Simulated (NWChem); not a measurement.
Correlation energy of C$_{2}$H$_{2}$F

```xyz
5

C     -0.8840    -0.9119     0.0000
C      0.2940    -0.3326     0.0000
F      0.4714     1.0048     0.0000
H     -1.9495    -0.7010     0.0000
H      1.2470    -0.8746     0.0000
```
Charge 0, spin multiplicity 2.

The numbers come from NWChem runs, not from measurements. All single points use one geometry, from UB3LYP/def2-SVP, a minimum by its harmonic frequencies.

Basis set: def2-SVP. Each correlation energy counts from its own Hartree-Fock reference.

The correlated methods keep 3 core orbitals frozen. The structure started from a generated list of species. The unpaired electrons of the parent sit in orbitals of symmetry a' (Cs labels of the run); other states weren't searched. No SCF solution was tested for a lower state. Open-shell Hartree-Fock references start from PBE0 orbitals. No row is a measurement; the coupled-cluster row has its own basis-set and correlation limits.

Order these methods by the correlation energy they give, lowest first: CCSD on ROHF, CCSD[T] on ROHF, CCSD(T) on ROHF.

CCSD[T] on ROHF (-461.5 mHa), CCSD(T) on ROHF (-460.5 mHa), CCSD on ROHF (-447.9 mHa)
